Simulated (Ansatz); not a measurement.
One geometry of Sn(CCH)H3 (C₂H₄Sn), several levels of theory.

```yaml
crystal:
  periodic: [false, false, false]
  atoms:
    - {symbol: Sn, position_ang: [-0.004903, -0.007310, -1.163292]}
    - {symbol: C, position_ang: [0.003738, 0.005702, 0.918039]}
    - {symbol: C, position_ang: [0.008916, 0.013348, 2.124481]}
    - {symbol: H, position_ang: [0.013470, 0.020038, 3.190543]}
    - {symbol: H, position_ang: [1.610340, -0.006662, -1.696626]}
    - {symbol: H, position_ang: [-0.819222, 1.388152, -1.695291]}
    - {symbol: H, position_ang: [-0.812339, -1.413268, -1.677855]}
basis:
  gaussian: {orbitals: def2-TZVP, initial_orbitals: start.molden}
hamiltonian: {xc: {name: r2SCAN0}, dispersion: d4}
scf: {omitted_lower_state_checks: [starts]}
output: {orbitals: {seedname: orbitals}}
```

The file start.molden holds the orbitals of an earlier run on this structure, at another level or in another basis.

```sh
$ ansatz run in.yaml --threads 4 --pin off --events-out ev --progress --plain --max-ram 3916MiB
```

Shortened log:

```
Functional definition: r2SCAN0
997 factors; their error is unknown
mean field evaluation 1: about -7968.4002 eV, gradient 4.2e0 eV
mean field evaluation 2: about -7968.4186 eV, gradient 1.9e-2 eV
mean field evaluation 4: about -7968.4988 eV, gradient 1.3e-4 eV
mean field -7968.49875356 eV, -292.8369279509 hartree, gradient 2.2e-5 eV, S^2 0.000000; 0 other end points of the search recorded, 0 dependent functions left out
reference -7968.49876526 eV, -292.8369283807 hartree; 19, 19 occupied and 117, 117 virtual orbitals, 997 factors
Total energy: -7968.53219996 eV, -292.8381570836 hartree
Checks for a lower state left out: starts
```

Hardware: 4 threads of Arm Neoverse V2 on a shared host. Wall time 1.6 s.

The first input with `hamiltonian: {xc: {name: B97M-V}}` (abridged; 2.9 s):

```
Functional definition: B97M-V
mean field -7968.99100112 eV, -292.8550177149 hartree, gradient 1.9e-5 eV, S^2 0.000000
Total energy: -7968.99107227 eV, -292.8550203297 hartree
Checks for a lower state left out: starts
```

The first input with `gaussian: {orbitals: def2-SVP, initial_orbitals: start.molden}`, `hamiltonian: {xc: pbe, dispersion: d4}` (abridged; 0.4 s):

```
Functional definition: PBE
mean field -7962.85727254 eV, -292.6296073474 hartree, gradient 1.2e-5 eV, S^2 0.000000
Total energy: -7962.97703731 eV, -292.6340086213 hartree
Checks for a lower state left out: starts
```

The first input with `hamiltonian: {xc: {name: r2SCANh}, dispersion: d4}` (abridged; 1.6 s):

```
Functional definition: r2SCANh
mean field -7969.10843845 eV, -292.8593334574 hartree, gradient 2.4e-5 eV, S^2 0.000000
Total energy: -7969.13845448 eV, -292.8604365261 hartree
Checks for a lower state left out: starts
```

As the first input, with `hamiltonian: {xc: r2scan, dispersion: d4}`, `output: {forces: true, orbitals: {seedname: orbitals}}` (abridged; 1.6 s):

```
Functional definition: r2SCAN
mean field -7969.52981862 eV, -292.8748188928 hartree, gradient 1.7e-5 eV, S^2 0.000000
Total energy: -7969.55755020 eV, -292.8758380097 hartree
Atom 0 force    -0.000075    -0.000157    -0.030151 eV/Å
Atom 1 force    -0.001206    -0.001830    -0.304282 eV/Å
Atom 2 force     0.001401     0.002047     0.349413 eV/Å
Atom 3 force    -0.000164    -0.000137    -0.032166 eV/Å
Atom 4 force    -0.005340     0.000017     0.005663 eV/Å
Atom 5 force     0.002708    -0.004599     0.005777 eV/Å
Atom 6 force     0.002676     0.004658     0.005746 eV/Å
Dipole moment:    -0.000175    -0.000298    -0.047976 e Å
Checks for a lower state left out: starts
```

As the first input, with `hamiltonian: {xc: lda}` (abridged; 0.45 s):

```
Functional definition: SPW92
mean field -7939.02619632 eV, -291.7538314497 hartree, gradient 1.0e-5 eV, S^2 0.000000
Total energy: -7939.02624193 eV, -291.7538331258 hartree
Checks for a lower state left out: starts
```

As the first input, with `correlation: {method: mp2}` and without the key `hamiltonian` (abridged; 0.75 s):

```
Functional definition: HF
mean field -7928.19252148 eV, -291.3557012424 hartree, gradient 1.7e-6 eV, S^2 0.000000
6 core orbitals not correlated: weight in the atoms' cores, before any rotation towards them, 1.000 or more for the frozen orbitals, at most 0.000 for the correlated occupied ones
second order -16.97108344 eV of doubles, -0.00000000 eV of singles
Total energy: -7945.16360492 eV, -291.9793770553 hartree
Checks for a lower state left out: starts
```

Geometry: PBE0-D4/def2-TZVP.

In the def2 sets Sn takes a core potential; there is no spin–orbit coupling. Correlated methods freeze 6 core orbitals; core or outer-core shells of Sn are correlated, in sets that lack core-valence functions.
